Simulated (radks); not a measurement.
Ni, 28 electrons, occupied as [Ar] 3d6 4s2 4p2 (not the ground configuration).

Method: scalar-relativistic Kohn-Sham, PBE, spin-polarised, spherical densities, finite nucleus; open shells are filled with parallel spins first; Fermi nuclear charge, rms radius 3.7757 fm; computed with a radial shooting solver on a logarithmic mesh with Libxc functionals.

Energy parts (eV):
| part | energy |
|---|---|
| total | -41354.164 |
| kinetic | 41930.715 |
| electron-nucleus | -98844.441 |
| Hartree | 17266.332 |
| exchange-correlation | -1706.770 |

Orbitals (lengths in bohr, moments of r in powers of bohr; <r^-3> diverges for s and p1/2; r(90%) holds 90 % of the orbital's charge):
| orbital | occ. | eigenvalue (eV) | <r^-3> | r(90%) |
|---|---|---|---|---|
| 1s up | 1 | -8229.307 | - | 0.0966 |
| 1s down | 1 | -8229.247 | - | 0.0966 |
| 2s up | 1 | -1001.987 | - | 0.380 |
| 2s down | 1 | -999.3651 | - | 0.379 |
| 2p up | 3 | -864.3851 | 622.7 | 0.353 |
| 2p down | 3 | -862.3762 | 624.8 | 0.352 |
| 3s up | 1 | -130.0259 | - | 1.09 |
| 3s down | 1 | -124.7679 | - | 1.09 |
| 3p up | 3 | -89.9065 | 83.47 | 1.16 |
| 3p down | 3 | -84.7421 | 81.94 | 1.17 |
| 3d up | 5 | -25.8517 | 8.368 | 1.45 |
| 3d down | 1 | -20.8690 | 8.066 | 1.50 |
| 4s up | 1 | -10.9104 | - | 3.51 |
| 4s down | 1 | -8.7312 | - | 3.64 |
| 4p up | 2 | -4.3988 | 4.836 | 4.67 |
| 4p down | 0 | -2.6226 | 4.091 | 5.16 |

The highest occupied level is 4p up at -4.399 eV. The spin density at the nucleus is -0.495 e/bohr^3 (1s -0.127, 2s -2.998, 3s 1.814, 4s 0.817). The electron density at the nucleus is 1.98e+04 e/bohr^3 (large components only). The density falls to 0.001 e/bohr^3 at r = 4.62 bohr. Summed over all electrons, <r^2> = 46.07 bohr^2, which gives a Langevin (diamagnetic) susceptibility term of -36.5 x 10^-6 cm^3/mol.
